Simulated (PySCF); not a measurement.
Species: C₅H₈Cl₄Si.
Z-matrix (Å and degrees, GFN2-xTB geometry), rows numbered from 1:
```
C 
C   1  1.3196
C   2  1.4957  1  124.07
C   3  1.5419  2  113.44  1   115.81
C   4  1.5240  3  112.01  2    68.89
Cl  5  1.7894  4  110.95  3    62.32
Si  4  1.9251  3  112.50  2   -57.00
Cl  7  2.0148  4  109.72  3   -44.70
Cl  7  2.0188  4  111.33  3    77.16
Cl  7  2.0256  4  108.19  3  -163.58
H   1  1.0764  2  121.98  3   179.45
H   1  1.0776  2  121.71  3    -0.24
H   2  1.0814  1  119.95  3  -179.15
H   3  1.0930  2  109.09  1  -123.78
H   3  1.0909  2  109.30  1    -5.68
H   4  1.0963  3  106.65  2  -174.62
H   5  1.0883  4  111.96  3   -56.82
H   5  1.0897  4  111.36  3  -179.79
```

Computed at PBE0/pcSseg-1 (PySCF, non-relativistic), with Q(35Cl) = −0.0817 b: Cl6, 35Cl (I = 3/2): χzz = -75.55 MHz, η = 0.028; Cl8, 35Cl (I = 3/2): χzz = -42.66 MHz, η = 0.025; Cl9, 35Cl (I = 3/2): χzz = -43.17 MHz, η = 0.079.

**Question.** Find the zero-field quadrupole resonance frequencies of 35Cl at Cl6.

**Answer.** From ν = (|χ|/2)√(1 + η²/3): ν = 37.78 MHz (alkyl chlorine). For 37Cl the ratio of quadrupole moments, 0.7881, gives 29.77 MHz.

**Question.** Find the zero-field quadrupole resonance frequencies of 35Cl at Cl8.

**Answer.** From ν = (|χ|/2)√(1 + η²/3): ν = 21.33 MHz (silicon-bound chlorine). For 37Cl the ratio of quadrupole moments, 0.7881, gives 16.81 MHz.

**Question.** Find the zero-field quadrupole resonance frequencies of 35Cl at Cl9.

**Answer.** From ν = (|χ|/2)√(1 + η²/3): ν = 21.61 MHz (silicon-bound chlorine). For 37Cl the ratio of quadrupole moments, 0.7881, gives 17.03 MHz.

**Question.** Apply the simplest Townes–Dailey estimate (no s hybridisation, no π bonding), ionic character = 1 − χzz/χ0, where χ0 is the coupling for one missing p electron along the bond: −109.74 MHz for 35Cl.

**Answer.** Cl6 on C5: 1 − (-75.55)/(-109.74) = 0.31; Cl8 on Si7: 1 − (-42.66)/(-109.74) = 0.61; Cl9 on Si7: 1 − (-43.17)/(-109.74) = 0.61. In this model a purely covalent bond gives χ0 and a free halide ion gives zero; s hybridisation or π bonding, where present, is counted here as ionic character.

In a crystal, neighbours and librations shift these lines. One conformer (not necessarily the lowest) at the GFN2-xTB geometry, without solvent, vibrations or thermal averaging. GFN2-xTB bond lengths can be off by several hundredths of an ångström, more for odd bonds, and the gradients follow them. These gradients aren't converged with respect to the basis.

These values come from a run that also computed NMR shieldings. The run took 2.0 min wall on an Arm Neoverse N1 with one thread, no GPU, shared host with 64 logical CPUs at a one-minute load of 60, and the process peaked at 1.2 GiB of memory.
